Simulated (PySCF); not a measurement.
Compound: Al2BrCl2H3.
Geometry (PBE0-D3(BJ)/def2-SVP, Å), atoms numbered from 1 in this order:
```xyz
8
Al2BrCl2H3 angstrom
Br     3.238    0.711    0.259
Al     1.452   -0.597   -0.142
Cl    -0.056   -0.380    1.579
Al    -1.621    0.502    0.101
Cl     0.007    0.493   -1.557
H      1.585   -2.100   -0.561
H     -1.905    1.995    0.509
H     -2.646   -0.644   -0.241
```

The calculation used MP2 and CCSD/aug-cc-pVDZ in PySCF, restricted Hartree–Fock reference, 29 core orbitals frozen, non-relativistic, gas phase, PBE0-D3(BJ)/def2-SVP geometry.

E(HF) = -3977.21701 Eh.

How large is the problem?

171 basis functions and 98 electrons; 29 orbitals frozen, which leaves o = 20 correlated occupied and v = 122 virtual orbitals. That is o·v = 2440 singles and o·v(o·v + 1)/2 = 2978020 distinct closed-shell doubles amplitudes before symmetry; the costliest CCSD step grows as o²v⁴ = 8.9 × 10^10.

What are the MP2 and CCSD correlation energies?

MP2 -0.5747 Eh and CCSD -0.6297 Eh, which gives totals of -3977.79168 and -3977.84666 Eh. That is 0.428 eV for each correlated electron at CCSD (1653 kJ/mol in all, 0.016 % of the total energy); MP2 gives 91.3 % of the CCSD value.

What is the T1 diagnostic?

0.0082, below the customary warning level of 0.02. It is the norm of the spatial-orbital singles amplitudes over the root of the number of correlated electrons, so the norm is 0.052.

How does correlation change the dipole moment?

HF gives 1.64 D and CCSD (unrelaxed density) 1.41 D, a change of -0.23 D.

Connected triples and the basis-set limit are missing.

One conformer stands for the species.
